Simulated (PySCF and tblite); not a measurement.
## Conformers and averaged properties: C4H4F2Se, numbered as in [CH:1]#[C:2][C:3]([F:4])([F:5])[CH2:6][SeH:7]

Search: ETKDG and KDG, UFF, GFN2-xTB, 90 starts; geometries at GFN2-xTB. Weights use PBE0-D3(BJ)/pcSseg-1 energies plus GFN2-xTB zero-point and thermal terms (modes under about 100 cm⁻¹ blended into free rotors). Symmetry numbers and mirror images are counted. Conformers within 3 kcal/mol (GFN2-xTB free energy) were kept, 8 at most. GIAO shieldings: PBE0/pcSseg-1. Couplings: B3LYP/6-31G* with pcJ-1 on H, F (gas phase; spin-dipole term only for pairs with B, N, F, Si or P). Couplings are for ¹⁹F, ¹H; a prime marks the second kind of pair between the same two sets of atoms. H–H couplings come out 0.1 to 0.9 Hz lower than with pcJ-1 on all atoms. Shifts are against TMS (¹H), TMS (¹³C), CFCl3 (¹⁹F), Me2Se (⁷⁷Se) at the same level. (PySCF 2.14, tblite 0.8.)

Torsions listed: F4–C3–C6–Se7, C3–C6–Se7–H7. Of a mirror pair one member is shown.

| conformer | shape | symmetry | E(GFN2) kcal/mol | E(DFT) kcal/mol | G(298.15 K) kcal/mol | weight % | dipole D |
| --- | --- | --- | --- | --- | --- | --- | --- |
| 1 | 61°, 70° | C1 (pair) | 1.15 | 0.23 | 0.00 | 44.6 | 2.50 |
| 2 | -174°, 59° | C1 (pair) | 0.00 | 0.00 | 0.06 | 40.5 | 1.43 |
| 3 | -58°, 56° | C1 (pair) | 0.87 | 0.80 | 0.73 | 12.9 | 2.80 |
| 4 | -172°, -172° | C1 (pair) | 1.40 | 2.40 | 1.99 | 1.6 | 2.53 |
| 5 | -57°, 180° | Cs | 2.00 | 3.01 | 2.88 | 0.3 | 3.51 |

Weights (%) against temperature:

| T (K) | 1 | 2 | 3 | 4 | 5 | S(mix) cal/mol/K |
| --- | --- | --- | --- | --- | --- | --- |
| 220 | 46.0 | 44.4 | 9.1 | 0.4 | 0.1 | 3.29 |
| 260 | 45.4 | 42.2 | 11.2 | 0.9 | 0.2 | 3.41 |
| 298.15 | 44.6 | 40.5 | 12.9 | 1.6 | 0.3 | 3.51 |
| 340 | 43.7 | 38.9 | 14.5 | 2.3 | 0.6 | 3.61 |
| 380 | 42.7 | 37.6 | 15.6 | 3.2 | 0.9 | 3.69 |

Averaged shifts at 298.15 K. ¹H: 2.99 (H6, 2H), 2.47 (H7, 1H), 2.30 (H1, 1H) ppm. ¹³C: 119.0 (C3), 85.9 (C1), 80.5 (C2), 38.8 (C6) ppm. ¹⁹F: -102.5 (F4/F5) ppm. ⁷⁷Se: -87.6 (Se7) ppm.

Averaged couplings (Hz): ³J(F4,H6) 14.3, ³J(F4,H6′) 6.6, ²J(H6,H6) -13.4, ³J(H6,H7) 7.8. Computed couplings to fluorine can be off by tens of per cent at such levels.

Coordinates of conformer 1 (Å):

```xyz
11

C     2.187    0.202    0.648
C     1.113   -0.283    0.441
C    -0.195   -0.878    0.196
F    -0.830   -1.128    1.375
F    -0.044   -2.107   -0.394
C    -1.082   -0.018   -0.697
Se   -1.483    1.728    0.110
H     3.129    0.628    0.827
H    -0.607    0.126   -1.668
H    -2.042   -0.522   -0.827
H    -0.140    2.254   -0.037
```

Coordinates of conformer 2 (Å):

```xyz
11

C    -1.977    1.360    0.384
C    -1.222    0.435    0.316
C    -0.299   -0.687    0.236
F    -0.975   -1.840   -0.059
F     0.272   -0.921    1.459
C     0.801   -0.478   -0.796
Se    1.927    1.064   -0.331
H    -2.636    2.175    0.436
H     1.422   -1.375   -0.853
H     0.359   -0.271   -1.772
H     2.334    0.542    0.954
```

Spin–orbit effects of the heavy atoms on shieldings are missing. Unscaled ¹⁹F shifts at such levels can be off by tens of ppm; differences between conformers or isomers are more reliable. Shifts are unscaled: against experiment ¹³C can be off by 15 ppm or more and ¹H by 0.8 ppm.

Search and properties took 4.3 min on 1 thread of Arm Neoverse V1 (shared host) (rough), launched as `OMP_NUM_THREADS=1 python ens_run.py task.json out`.


Conformer gaps in pcSseg-1 on xTB geometries can be 2 kcal/mol off for S=O, P=O and other polar bonds.